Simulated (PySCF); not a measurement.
## Dipole response of Tc (technetium, neutral)

[Kr] 4d5 5s2, high-spin 6S determinant. All numbers are calculated (PySCF 2.14, a scalar-relativistic core potential, in aug-cc-pVTZ-PP with ECP28MDF). Coupled (time-dependent) response in atomic units; α is the mean over directions.

```
method  mean α (bohr³)  C₆ (like pair)  S(−4)
   UHF           137.4            1566  30460
   PBE           85.57           974.0   4284
  PBE0           91.26            1051   5102
```

S(−4) is the Cauchy moment in α(ω) = α(0) + S(−4) ω² + …

Reference α: 79 ± 10 bohr³ (recommended; Schwerdtfeger and Nagle, table of static dipole polarizabilities (2023 update)). Published C₆: 939.0 (Gould and Bucko (2016)).

Hartree-Fock lies above the reference because it lacks correlation, which contracts the outer shell.

α(iu) at PBE:

```json
{"u (hartree)": "0", "α(iu) (bohr³)": "85.57"}
{"u (hartree)": "0.0500", "α(iu) (bohr³)": "76.58"}
{"u (hartree)": "0.100", "α(iu) (bohr³)": "60.46"}
{"u (hartree)": "0.200", "α(iu) (bohr³)": "36.63"}
{"u (hartree)": "0.300", "α(iu) (bohr³)": "24.26"}
{"u (hartree)": "0.500", "α(iu) (bohr³)": "13.54"}
{"u (hartree)": "0.750", "α(iu) (bohr³)": "8.324"}
{"u (hartree)": "1.00", "α(iu) (bohr³)": "5.818"}
{"u (hartree)": "1.50", "α(iu) (bohr³)": "3.410"}
{"u (hartree)": "2.00", "α(iu) (bohr³)": "2.264"}
{"u (hartree)": "3.00", "α(iu) (bohr³)": "1.201"}
{"u (hartree)": "5.00", "α(iu) (bohr³)": "0.4942"}
```

A single London oscillator, α(iu) = α/(1 + u²/ω²), gives C₆ = (3/4) ω α². Matching the computed C₆ needs ω = 4 × 974.0 / (3 × 85.57²) = 0.177 hartree.

Energies and moments cover only the electrons outside the core potential.
